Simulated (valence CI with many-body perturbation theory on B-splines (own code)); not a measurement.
E1 line list for Sr5+

Level of theory: configuration interaction combined with many-body perturbation theory (CI+MBPT): five valence electrons over a frozen Dirac-Fock core [Ar] 3d10, radial functions for each j: 11 s, 11 p, 10 d, 8 f, 5 g, 2 h, with the one-electron correlation potential Σ1, the two-electron term Σ2, the three-electron term Σ3, Breit, model QED; selected CI, second order for the rest, scaled by the run's own slope (own B-spline code, finite nucleus).

Set against measurement, 20 paired levels are off by 110 cm⁻¹ on average, the worst by 299. These come from a selection out of Sansonetti, J. Phys. Chem. Ref. Data 41, 013102 (2012). Levels without a partner in it may be off by more. Among the levels kept, up to 3300 cm⁻¹ of a level comes from second order outside the variational space, and about a tenth of that is noise between levels of different J, which matters for small intervals.

Lines 101 to 150 of 600 in falling wavelength, among levels below 485520 cm⁻¹, chosen from the strongest by gf and those to the six lowest levels. Wavelengths and rates use the calculated energies, so an error of 100 cm⁻¹ moves a line at 77.30 nm by 0.077 % and its rate by three times that or more. Electric multipoles are in the length gauge, E1 and E2 with the static RPA response of the core. Weak lines are less certain than strong ones. Lines between different terms over intervals too small for the method are left out, as are lines whose strength nearly cancels. Where a level lies close to another of its J and parity, the split of strength between their lines is uncertain. The highest levels of a list are the least certain.

Names give the largest LS component (configuration and term), which can be under half, so a name can repeat, a term be missing and a line seem to break the LS rules; names also repeat where a configuration has a term twice. Letters in brackets count levels of one name in rising energy.

| λ vac (nm) | Upper | Lower | A (s⁻¹) | S (a.u.) with core polarisation | S without |
| --- | --- | --- | --- | --- | --- |
| 120.0 | 4s²4p²5d ⁴F_5/2 [b] | 4s²4p²5p ²D°_3/2 [a] | 1.52e+09 | 7.80e+00 | 7.85e+00 |
| 118.4 | 4s²4p²5d ⁴D_7/2 | 4s²4p²5p ²D°_5/2 [a] | 2.25e+09 | 1.47e+01 | 1.48e+01 |
| 118.0 | 4s²4p²5d ⁴D_5/2 | 4s²4p²5p ⁴D°_7/2 | 2.61e+08 | 1.27e+00 | 1.28e+00 |
| 117.3 | 4s²4p²5d ⁴F_5/2 [a] | 4s4p³4d ⁴D°_3/2 [a] | 3.85e+08 | 1.84e+00 | 1.86e+00 |
| 116.8 | 4s²4p²5d ²F_5/2 | 4s²4p²5p ²D°_3/2 [a] | 6.56e+08 | 3.10e+00 | 3.12e+00 |
| 116.5 | 4s²4p²5d ⁴P_3/2 [a] | 4s²4p²5p ²D°_3/2 [a] | 2.32e+08 | 7.23e-01 | 7.28e-01 |
| 116.0 | 4s²4p²5d ⁴P_3/2 [b] | 4s²4p²5p ²D°_5/2 [a] | 4.96e+08 | 1.53e+00 | 1.54e+00 |
| 115.9 | 4s²4p²5d ⁴D_5/2 | 4s²4p²5p ²D°_5/2 [a] | 9.72e+08 | 4.48e+00 | 4.51e+00 |
| 115.1 | 4s²4p²5d ⁴F_3/2 | 4s²4p²5p ²S°_1/2 | 2.32e+09 | 6.96e+00 | 7.01e+00 |
| 114.7 | 4s²4p²5d ²P_3/2 | 4s²4p²5p ⁴D°_3/2 | 2.66e+08 | 7.92e-01 | 7.96e-01 |
| 114.2 | 4s²4p²5d ²P_3/2 | 4s4p³4d ⁴D°_1/2 [b] | 5.72e+08 | 1.68e+00 | 1.69e+00 |
| 114.1 | 4s²4p²5d ²P_1/2 | 4s²4p²5p ⁴P°_1/2 | 7.35e+08 | 1.08e+00 | 1.08e+00 |
| 113.7 | 4s²4p²5d ²F_7/2 | 4s²4p²5p ⁴D°_7/2 | 2.27e+08 | 1.32e+00 | 1.33e+00 |
| 113.7 | 4s²4p²5d ⁴F_5/2 [b] | 4s²4p²5p ⁴D°_3/2 | 1.18e+08 | 5.15e-01 | 5.18e-01 |
| 112.2 | 4s²4p²5d ²P_3/2 | 4s4p³4d ⁴D°_1/2 [a] | 9.53e+08 | 2.66e+00 | 2.68e+00 |
| 112.0 | 4s²4p²5d ⁴D_1/2 | 4s4p³4d ⁴D°_1/2 [b] | 5.79e+08 | 8.03e-01 | 8.07e-01 |
| 111.7 | 4s²4p²5d ²F_7/2 | 4s²4p²5p ²D°_5/2 [a] | 1.85e+08 | 1.02e+00 | 1.03e+00 |
| 111.5 | 4s²4p²5d ⁴P_3/2 [b] | 4s²4p²5p ⁴D°_5/2 | 1.80e+08 | 4.91e-01 | 4.92e-01 |
| 111.4 | 4s²4p²5d ⁴D_5/2 | 4s²4p²5p ⁴D°_5/2 | 1.74e+08 | 7.13e-01 | 7.22e-01 |
| 110.5 | 4s²4p²5d ²D_5/2 | 4s²4p²5p ²D°_5/2 [a] | 1.87e+08 | 7.48e-01 | 7.55e-01 |
| 110.1 | 4s²4p²5d ⁴D_1/2 | 4s4p³4d ⁴D°_1/2 [a] | 8.05e+08 | 1.06e+00 | 1.07e+00 |
| 109.1 | 4s²4p²5d ²D_3/2 | 4s²4p²5p ²D°_3/2 [b] | 4.01e+08 | 1.03e+00 | 1.04e+00 |
| 107.4 | 4s²4p²5p ⁴P°_5/2 | 4s²4p²4d ²F_7/2 [c] | 2.41e+08 | 8.85e-01 | 8.74e-01 |
| 107.2 | 4s²4p²5d ²P_3/2 | 4s²4p²5p ²S°_1/2 | 3.46e+08 | 8.41e-01 | 8.47e-01 |
| 104.8 | 4s²4p²5d ²D_3/2 | 4s²4p²5p ²D°_3/2 [a] | 4.02e+08 | 9.13e-01 | 9.23e-01 |
| 103.4 | 4s²4p²5p ²P°_3/2 [a] | 4s²4p²4d ²F_5/2 [b] | 2.32e+08 | 5.07e-01 | 5.01e-01 |
| 97.55 | 4s²4p²5p ²P°_3/2 [b] | 4s²4p²4d ²D_5/2 [c] | 3.94e+08 | 7.22e-01 | 7.13e-01 |
| 95.68 | 4s²4p²5p ²D°_5/2 [b] | 4s²4p²4d ²F_7/2 [c] | 8.69e+08 | 2.25e+00 | 2.23e+00 |
| 93.61 | 4s²4p²5p ²D°_3/2 [c] | 4s²4p²4d ²F_5/2 [b] | 7.26e+08 | 1.18e+00 | 1.16e+00 |
| 92.68 | 4s²4p²5p ²D°_5/2 [b] | 4s²4p²4d ²F_5/2 [b] | 2.16e+08 | 5.10e-01 | 5.04e-01 |
| 90.86 | 4s²4p²5p ²P°_3/2 [a] | 4s²4p²4d ²D_5/2 [a] | 9.04e+08 | 1.34e+00 | 1.32e+00 |
| 90.05 | 4s²4p²5p ²F°_5/2 | 4s²4p²4d ²D_5/2 [b] | 2.75e+08 | 5.94e-01 | 5.84e-01 |
| 88.09 | 4s²4p²5p ²D°_3/2 [c] | 4s²4p²4d ²D_3/2 [b] | 7.05e+08 | 9.51e-01 | 9.41e-01 |
| 87.53 | 4s²4p²5p ²P°_1/2 [c] | 4s²4p²4d ²D_3/2 [c] | 1.55e+09 | 1.03e+00 | 1.01e+00 |
| 86.69 | 4s²4p²5p ²P°_3/2 [b] | 4s²4p²4d ²P_3/2 [b] | 3.37e+08 | 4.34e-01 | 4.20e-01 |
| 86.58 | 4s²4p²5p ²D°_3/2 [b] | 4s²4p²4d ⁴P_5/2 | 5.98e+08 | 7.66e-01 | 7.57e-01 |
| 86.46 | 4s²4p²5p ²D°_5/2 [a] | 4s²4p²4d ⁴P_5/2 | 2.06e+08 | 3.94e-01 | 3.88e-01 |
| 85.85 | 4s²4p²5p ²P°_1/2 [b] | 4s²4p²4d ²P_1/2 [b] | 6.78e+08 | 4.24e-01 | 4.16e-01 |
| 85.69 | 4s²4p²5p ²P°_3/2 [c] | 4s²4p²4d ²D_5/2 [c] | 7.16e+08 | 8.89e-01 | 8.75e-01 |
| 85.40 | 4s²4p²5p ⁴P°_3/2 | 4s²4p²4d ⁴P_3/2 | 6.98e+08 | 8.58e-01 | 8.48e-01 |
| 84.02 | 4s²4p²5p ²P°_1/2 [a] | 4s²4p²4d ²D_3/2 [a] | 9.58e+08 | 5.61e-01 | 5.49e-01 |
| 77.30 | 4s4p⁴ ⁴P_5/2 | 4s²4p³ ²D°_5/2 | 1.76e+07 | 2.40e-02 | 2.72e-02 |
| 77.30 | 4s²4p²4f ²G°_9/2 [a] | 4s²4p²4d ²F_7/2 [c] | 1.94e+08 | 4.43e-01 | 4.66e-01 |
| 76.34 | 4s²4p²5p ⁴P°_5/2 | 4s²4p²4d ²G_7/2 | 2.77e+08 | 3.65e-01 | 3.58e-01 |
| 75.34 | 4s4p⁴ ⁴P_5/2 | 4s²4p³ ²D°_3/2 | 1.45e+07 | 1.84e-02 | 2.08e-02 |
| 72.22 | 4p⁵ ²P°_3/2 | 4s4p⁴ ²P_3/2 | 8.69e+08 | 6.46e-01 | 7.37e-01 |
| 72.18 | 4s²4p²4f ²F°_5/2 [b] | 4s²4p²4d ²D_3/2 [c] | 3.79e+08 | 4.22e-01 | 4.25e-01 |
| 72.12 | 4s²4p²5p ²P°_3/2 [c] | 4s²4p²4d ²D_5/2 [b] | 1.15e+09 | 8.54e-01 | 8.34e-01 |
| 71.51 | 4s²4p²5p ²F°_5/2 | 4s²4p²4d ²G_7/2 | 2.07e+09 | 2.24e+00 | 2.19e+00 |
| 71.27 | 4s²4p²5p ²F°_7/2 | 4s²4p²4d ²G_9/2 | 1.41e+09 | 2.01e+00 | 1.96e+00 |
